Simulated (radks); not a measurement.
Results of a calculation; reference values are marked as such.
Valence configurations of Nd I (all share [Xe]). Code: a radial shooting solver on a logarithmic mesh with Libxc functionals. Model: scalar-relativistic Kohn-Sham, PBE, spin-polarised, spherical densities, point nucleus; open shells are filled with parallel spins first (spin-orbit coupling, left out, can overturn this in heavy ions). Energies are relative to 4f4 6s2; eigenvalues in eV for spin up.

\begin{tabular}{lrrrrrr}
valence & E (eV) & moment (Bohr magnetons) & e(4f) & e(5d) & e(6p) & e(6s) \\ \hline
4f4 6s2 & 0.000 & 4 & -2.555 & - & - & -3.572 \\
4f4 5d1 6s1 & 1.003 & 6 & -1.312 & -1.587 & - & -3.393 \\
4f3.5 5d1.5 6s1 & 1.307 & 6 & -3.479 & -1.996 & - & -3.566 \\
4f3.5 6s2 6p0.5 & 1.474 & 4 & -6.499 & - & -1.869 & -4.488 \\
4f4 6s1 6p1 & 1.721 & 6 & -3.622 & - & -2.032 & -4.508 \\
4f4 5d1.5 6s0.5 & 1.919 & 6 & -0.884 & -1.340 & - & -3.198 \\
4f4 5d1.5 6p0.5 & 2.975 & 6 & -1.386 & -1.729 & -1.364 & - \\
4f3 6s2 6p1 & 4.752 & 4 & -10.876 & - & -2.414 & -5.354 \\
4f2 6s2 6p2 & 17.510 & 4 & -20.555 & - & -3.402 & -6.985 \\
\end{tabular}

NIST lists [Xe] 4f4 6s2 as the ground configuration; this level of theory agrees among the configurations tried. The energies are those of spherical high-spin densities, not of single terms. No valid solution was reached for [Xe] 4f5 6s1.
